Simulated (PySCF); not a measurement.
Molecule: sum formula SnH3F, net charge 0, singlet state. 
Coordinates optimised at B3LYP-D3(BJ)/def2-TZVP (Ansatz):
SMILES: [SnH3][F]
```xyz
5

F      1.6041    -0.2911     0.4041
Sn    -0.2491     0.0452    -0.0628
H     -0.2109     1.4949    -0.9596
H     -0.7176    -1.3174    -0.9745
H     -1.0525     0.1821     1.4351
```
Charge 0, spin multiplicity 1.

Dispersion corrections to the total energy (kcal/mol) from the dftd3 and dftd4 libraries through PySCF: D3(BJ) without and D4 with the three-body term, each with the damping fitted for the functional named.

```json
[
 {"functional": "PBE0", "D3(BJ)": "-1.13", "D4": "-1.09"},
 {"functional": "CAM-B3LYP", "D3(BJ)": "-1.07", "D4": "-1.11"},
 {"functional": "B2PLYP", "D3(BJ)": "-1.19", "D4": "-0.90"},
 {"functional": "HF", "D3(BJ)": "-13.00", "D4": "-4.78"},
 {"functional": "B2GP-PLYP", "D3(BJ)": "___", "D4": "-0.54"},
 {"functional": "BHLYP", "D3(BJ)": "-2.05", "D4": "___"},
 {"functional": "BLYP", "D3(BJ)": "-2.90", "D4": "___"}
]
```

Some entries are withheld; supply them.


- B2GP-PLYP, D3(BJ): -1.20
- BHLYP, D4: -1.71
- BLYP, D4: -2.93
